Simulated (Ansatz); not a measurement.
`FC([SiH3])S` and `OC(F)[SiH3]` differ in one element.

Ansatz, PBE0-D4/def2-TZVP geometries, multiplicity 1. Each molecule was computed in one conformer, which needn't be the lowest.

```
                                                                                  property  `FC([SiH3])S`
                                                      HOMO–LUMO gap (PBE0/def2-TZVPP) / eV           7.38
                                                         LUMO energy (PBE/def2-TZVPP) / eV          -1.08
                                            size of the dipole moment (PBE/def2-TZVPP) / D           1.30
ideal-gas entropy at 298 K and 1 bar (rigid rotor, harmonic PBE0-D4/def2-TZVP) / J/(mol·K)            323
                                                     LUMO energy (ωB97M-V/def2-TZVPP) / eV           1.56
                                                       HOMO–LUMO gap (PBE/def2-TZVPP) / eV           5.25
```

Question: What does the change do to each property? (Estimate.)

Answer: Computed: 
```json
{"property": "HOMO–LUMO gap (PBE0/def2-TZVPP) / eV", "`OC(F)[SiH3]`": "8.98", "shift": "1.60"}
{"property": "LUMO energy (PBE/def2-TZVPP) / eV", "`OC(F)[SiH3]`": "-0.37", "shift": "0.71"}
{"property": "size of the dipole moment (PBE/def2-TZVPP) / D", "`OC(F)[SiH3]`": "1.69", "shift": "0.39"}
{"property": "ideal-gas entropy at 298 K and 1 bar (rigid rotor, harmonic PBE0-D4/def2-TZVP) / J/(mol·K)", "`OC(F)[SiH3]`": "312", "shift": "-11"}
{"property": "LUMO energy (ωB97M-V/def2-TZVPP) / eV", "`OC(F)[SiH3]`": "2.03", "shift": "0.47"}
{"property": "HOMO–LUMO gap (PBE/def2-TZVPP) / eV", "`OC(F)[SiH3]`": "6.59", "shift": "1.34"}
```

With PBE0 the HOMO falls by 0.94 eV and the LUMO rises by 0.67 eV, so the gap widens by about 1.61 eV. PBE moves the HOMO by -0.64 eV and ωB97M-V by -1.04 eV. Dipoles are sizes alone; their direction can turn.
